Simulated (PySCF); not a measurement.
SMILES N[SiH2][SiH2][Ge]([Cl])([Cl])[Cl] (PBE0/def2-SVP optimised geometry):

```
13

Si    -0.759    -0.469     0.000
N     -1.241     1.189     0.000
Si     1.594    -0.469     0.000
Ge     2.284     0.598     2.018
Cl     1.682    -0.535     3.751
Cl     4.396     0.973     2.208
Cl     1.306     2.531     2.208
H     -1.176    -1.328     1.158
H     -1.254    -1.124    -1.248
H     -0.820     1.831     0.665
H     -2.206     1.437    -0.191
H      2.205     0.330    -1.103
H      2.206    -1.831     0.053
```

Level of theory: PBE0/def2-TZVP (PySCF).

Task: What are the frontier orbital energies and the dipole moment?

Result: HOMO-2 -9.09 eV, HOMO-1 -8.43 eV, HOMO -7.75 eV, LUMO -1.69 eV, LUMO+1 -0.90 eV; dipole moment 3.19 D.

On the same geometry PBE/def2-TZVP (PySCF) gives HOMO-2 -7.65 eV, HOMO-1 -7.26 eV, HOMO -6.38 eV, LUMO -2.56 eV, LUMO+1 -1.71 eV; dipole moment 3.08 D.

Meta-Löwdin charges at PBE0/def2-TZVP: Si1 0.54, N2 -0.73, Si3 0.12, Ge4 0.73, Cl5 -0.28, Cl6 -0.27, Cl7 -0.30, H8 -0.11, H9 -0.08, H10 0.25, H11 0.24, H12 -0.04, H13 -0.04.
